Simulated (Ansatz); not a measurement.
Name a neutral molecule of B, C, N, O and H with HOMO–LUMO gap (PBE/def2-TZVPP) between 3.45 and 3.75 eV and HOMO–LUMO gap (B3LYP/def2-TZVPP) between 5.20 and 5.50 eV (Ansatz, PBE0-D4/def2-TZVP geometry).

`C=C(N)B(C)O` (3.56 eV, 5.21 eV); `N=C(N)BO` (3.68 eV, 5.45 eV); `BCO/C=N/C` (3.51 eV, 5.50 eV). Other molecules can fit too; these were computed, each in one conformer that needn't be the lowest.

B3LYP here is the variant with VWN-RPA as its local correlation; programs differ in this.
